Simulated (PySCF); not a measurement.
**SrLi and its ions**

PBE; Sr x2c-SVPall, Li x2c-SVPall; spin-free X2C with a Gaussian nucleus (PySCF 2.14). Neutral (UKS): doublet (σ ↑), Re = 3.612 Å, ωe = 179 cm⁻¹, De = 0.39 eV, HOMO -2.77 eV, LUMO -2.17 eV.

SrLi⁺ (UKS): singlet (closed shell), Re = 3.422 Å, ωe = 227 cm⁻¹, De = 1.42 eV to Sr + Li⁺. The energies at the minima are -3186.01995 hartree for SrLi and -3185.85572 for SrLi⁺.

(1) Work out the adiabatic ionisation energy, without and with harmonic zero-point energies (1 hartree = 27.2114 eV, 1 eV = 8065.5 cm⁻¹), and the change of the bond length.

Closed-shell solutions of metal pairs were not tested for spin polarisation, which can lower them a little. Weak bonds: SrLi. Basis-set superposition, not corrected here, can be much of De in a small basis, most of all at correlated wavefunction levels. For an ion De counts to the pair picked by the measured ionisation energies or electron affinities, which need not be the lowest pair at this level. States were picked by a PBE0 search and need not be the measured ground states.

Answers

(1) At PBE: 0.16423 hartree = 4.469 eV between the minima; the zero-point term (227.0 − 179.0)/2 cm⁻¹ = +0.003 eV makes it 4.472 eV. Re changes by -19.0 pm against the neutral. The electron leaves a σ orbital, and the shorter bond of the ion fits an antibonding orbital, or a change in how ionic the bond is.
